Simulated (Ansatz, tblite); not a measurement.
Adding an electron: Mg₂Cl₂⁺ (the lowest doublet isomer of a short search). The state is a doublet with charge 1. Geometry: PBE0-D4/def2-TZVP. Ansatz, gas phase; energy differences of separate SCF runs; the reduced species is a triplet (the singlet lies 0.44 eV higher at PBE0-D4/def2-TZVP).

Cartesian coordinates in Å:
```
Mg 0.623 -0.833 1.237
Mg -0.623 0.833 -1.236
Cl -1.564 -0.363 0.544
Cl 1.564 0.363 -0.544
```

The xTB rows come from tblite. The structure comes from a short search, and lower isomers may exist.

| level | −HOMO (eV) | −LUMO (eV) | vertical EA (eV) | HOMO–LUMO gap (eV) |
| --- | --- | --- | --- | --- |
| GFN2-xTB | – | – | 11.07 | – |
| r2SCAN-D4/def2-TZVP | 9.04 | 8.42 | 6.24 | 0.63 |
| PBE0-D4/def2-TZVP | 9.41 | 7.96 | 6.33 | 1.45 |

Q: Estimate the rows for GFN1-xTB, PBE-D4/def2-TZVP.

A: 
| level | −HOMO (eV) | −LUMO (eV) | vertical EA (eV) | HOMO–LUMO gap (eV) |
| --- | --- | --- | --- | --- |
| GFN1-xTB | – | – | 12.82 | – |
| PBE-D4/def2-TZVP | 8.99 | 8.39 | 6.14 | 0.60 |

  HOMO and LUMO are the levels of the spin that leaves or enters (xTB has no such levels and no spin-polarisation term). Other spin states of the ions may lie lower, which would lower the ionisation energy or raise the affinity. Raw xTB energy differences between charge states are shifted by several eV; the methods need an empirical correction for them.
